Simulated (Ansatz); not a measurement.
The cluster Si5W4 (the lowest singlet isomer of a short search) was relaxed with PBE-D4 (def2-SVP) in Ansatz in these states: neutral quintet, neutral singlet, neutral triplet. The geometries follow in no particular order.

In the def2 sets W takes a core potential; there is no spin–orbit coupling.

A:

```xyz
9

W     0.8450    1.4573   -1.5527
W    -1.0720    0.0055   -1.7647
W     1.4806   -0.8358   -1.1277
W     1.5181    1.1768    0.7509
Si   -0.5345   -2.0318   -0.4078
Si   -0.9254    1.6544    0.1776
Si    1.1738   -1.2474    1.2751
Si   -0.3684    0.3142    2.1793
Si   -2.1172   -0.4933    0.4700
```

B:

```csv
atom,x (Å),y (Å),z (Å)
W1,1.407,-0.124,2.091
W2,-0.287,1.457,1.435
W3,1.688,1.087,-0.011
W4,1.021,-1.461,0.026
Si5,-0.604,2.015,-1.028
Si6,-0.945,-1.002,1.613
Si7,0.368,0.005,-1.991
Si8,-0.856,-1.944,-1.640
Si9,-1.791,-0.034,-0.496
```

C:

```
atom    x (Å)    y (Å)    z (Å)
  W1   0.6491   0.9457   1.9672
  W2   1.3720   1.6339  -0.2163
  W3   1.3750  -1.1957   1.0126
  W4  -1.0190  -0.9088   1.5301
 Si5   1.6482  -0.5317  -1.3720
 Si6  -1.1388   1.4337   0.3781
 Si7  -0.3446  -1.9183  -0.6423
 Si8  -2.2222  -0.4442  -0.7232
 Si9  -0.3197   0.9855  -1.9342
```

Q: Judge from the bond lengths which geometry belongs to which state (an estimate).

A: A is the neutral singlet (Si6–Si8 2.472 Å, W2–W3 2.762 Å, W2–W4 3.796 Å); B is the neutral quintet (Si6–Si8 3.389 Å, W2–W3 2.475 Å, W2–W4 3.494 Å); C is the neutral triplet (Si6–Si8 2.432 Å, W2–W3 3.085 Å, W2–W4 3.903 Å).

The restricted singlet is unstable towards broken spin symmetry in Hartree–Fock (as tested in another run); at PBE-D4/def2-SVP this wasn't settled. At PBE0-D4/def2-TZVP a singlet lies 0.12 eV below the neutral quintet. At PBE0-D4/def2-TZVP a singlet lies 0.09 eV below the neutral triplet. These are the stationary points nearest to one start from a short search; other shapes may lie lower in each state.
